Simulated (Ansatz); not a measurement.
Born–Oppenheimer molecular dynamics of AlClFH$_{4}$NO (9 atoms, charge 0, multiplicity 1). It starts at the highest image of a converged band. Of that band: Beside the main top the profile has a ripple of under 15 meV (maxima at images 1, 4), which may be a very shallow well or noise. A vibrational analysis at the climbing image gives one clearly imaginary mode, 750i cm⁻¹: a first-order saddle point.

Method: RKS PBE/def2-mTZVP (Ansatz).

- ensemble: NVE (velocity Verlet)
- time step: 0.5 fs
- steps asked: 200
- starting velocities drawn for: 300 K
- seed: 9192

First frame:

```xyz
9
Properties=species:S:1:pos:R:3
Al -0.101 0.235 0.157
N -0.089 0.070 2.042
H -0.796 -0.502 2.508
H 0.795 -0.048 2.541
F 1.392 0.170 -0.590
Cl -1.787 -0.606 -0.830
O -0.519 2.023 0.682
H -1.415 2.363 0.500
H -0.478 1.453 1.679
```

Task: What does the run give?

Result: The run went to its last step.

* steps done: 200
* time covered: 100 fs
* mean temperature over the second half: 200 K
* spread of the potential energy over the second half: 4.3 meV per atom
* mean potential energy of the second half above the start: 10.2 meV per atom

The conserved energy stayed within 0.23 meV per atom of its start (net change 0.066 meV per atom), so the integration is sound. A run of 0.1 ps of so small a system gives no equilibrium averages. The orbitals stay closed-shell, which can raise the energy where a bond breaks towards radicals; this wasn't checked here.

Task: What happens to the structure?

Result: Between its relaxed ends the band would form N2–H9 and break O7–H9. These pairs go: N2–H9 1.48 → 2.54 Å, O7–H9 1.15 → 0.99 Å. In the last frame they stand as before the step (other bonds may differ from the relaxed reactants and products). It ends as one piece, AlClFH4NO. Pairs count as bonded within 1.25 times the sum of covalent radii (0.12 Å more for H–H). The details hang on the random start.

Task: How do temperature and energy run in time?

Result: 
```json
{"time (fs)": "0", "T (K)": "300", "potential energy less start (eV)": "0.000", "conserved less start (meV/atom)": "0.00"}
{"time (fs)": "3", "T (K)": "198", "potential energy less start (eV)": "0.093", "conserved less start (meV/atom)": "0.16"}
{"time (fs)": "6", "T (K)": "164", "potential energy less start (eV)": "0.125", "conserved less start (meV/atom)": "0.15"}
{"time (fs)": "9", "T (K)": "216", "potential energy less start (eV)": "0.076", "conserved less start (meV/atom)": "0.05"}
{"time (fs)": "12", "T (K)": "154", "potential energy less start (eV)": "0.134", "conserved less start (meV/atom)": "0.19"}
{"time (fs)": "15", "T (K)": "162", "potential energy less start (eV)": "0.125", "conserved less start (meV/atom)": "0.08"}
{"time (fs)": "18", "T (K)": "159", "potential energy less start (eV)": "0.129", "conserved less start (meV/atom)": "0.13"}
{"time (fs)": "21", "T (K)": "224", "potential energy less start (eV)": "0.070", "conserved less start (meV/atom)": "0.12"}
{"time (fs)": "24", "T (K)": "223", "potential energy less start (eV)": "0.071", "conserved less start (meV/atom)": "0.06"}
{"time (fs)": "27", "T (K)": "169", "potential energy less start (eV)": "0.120", "conserved less start (meV/atom)": "0.15"}
{"time (fs)": "30", "T (K)": "201", "potential energy less start (eV)": "0.091", "conserved less start (meV/atom)": "0.09"}
{"time (fs)": "33", "T (K)": "207", "potential energy less start (eV)": "0.084", "conserved less start (meV/atom)": "0.02"}
{"time (fs)": "36", "T (K)": "97", "potential energy less start (eV)": "0.186", "conserved less start (meV/atom)": "0.19"}
{"time (fs)": "39", "T (K)": "172", "potential energy less start (eV)": "0.116", "conserved less start (meV/atom)": "0.05"}
{"time (fs)": "42", "T (K)": "206", "potential energy less start (eV)": "0.086", "conserved less start (meV/atom)": "0.08"}
{"time (fs)": "45", "T (K)": "160", "potential energy less start (eV)": "0.128", "conserved less start (meV/atom)": "0.17"}
{"time (fs)": "48", "T (K)": "207", "potential energy less start (eV)": "0.084", "conserved less start (meV/atom)": "0.01"}
{"time (fs)": "51", "T (K)": "178", "potential energy less start (eV)": "0.112", "conserved less start (meV/atom)": "0.17"}
{"time (fs)": "54", "T (K)": "193", "potential energy less start (eV)": "0.098", "conserved less start (meV/atom)": "0.08"}
{"time (fs)": "57", "T (K)": "165", "potential energy less start (eV)": "0.122", "conserved less start (meV/atom)": "0.05"}
{"time (fs)": "60", "T (K)": "125", "potential energy less start (eV)": "0.160", "conserved less start (meV/atom)": "0.23"}
{"time (fs)": "63", "T (K)": "254", "potential energy less start (eV)": "0.042", "conserved less start (meV/atom)": "0.00"}
{"time (fs)": "66", "T (K)": "202", "potential energy less start (eV)": "0.090", "conserved less start (meV/atom)": "0.13"}
{"time (fs)": "69", "T (K)": "191", "potential energy less start (eV)": "0.100", "conserved less start (meV/atom)": "0.18"}
{"time (fs)": "72", "T (K)": "307", "potential energy less start (eV)": "-0.006", "conserved less start (meV/atom)": "-0.03"}
{"time (fs)": "75", "T (K)": "214", "potential energy less start (eV)": "0.079", "conserved less start (meV/atom)": "0.18"}
{"time (fs)": "78", "T (K)": "203", "potential energy less start (eV)": "0.088", "conserved less start (meV/atom)": "0.08"}
{"time (fs)": "81", "T (K)": "212", "potential energy less start (eV)": "0.080", "conserved less start (meV/atom)": "0.03"}
{"time (fs)": "84", "T (K)": "171", "potential energy less start (eV)": "0.119", "conserved less start (meV/atom)": "0.19"}
{"time (fs)": "87", "T (K)": "208", "potential energy less start (eV)": "0.083", "conserved less start (meV/atom)": "0.01"}
{"time (fs)": "90", "T (K)": "158", "potential energy less start (eV)": "0.130", "conserved less start (meV/atom)": "0.12"}
{"time (fs)": "93", "T (K)": "188", "potential energy less start (eV)": "0.103", "conserved less start (meV/atom)": "0.16"}
{"time (fs)": "96", "T (K)": "255", "potential energy less start (eV)": "0.040", "conserved less start (meV/atom)": "0.00"}
{"time (fs)": "99", "T (K)": "152", "potential energy less start (eV)": "0.136", "conserved less start (meV/atom)": "0.19"}
```

The run took 4 min on 4 threads of Arm Neoverse V2, on a shared host, peak memory 0.15 GiB.
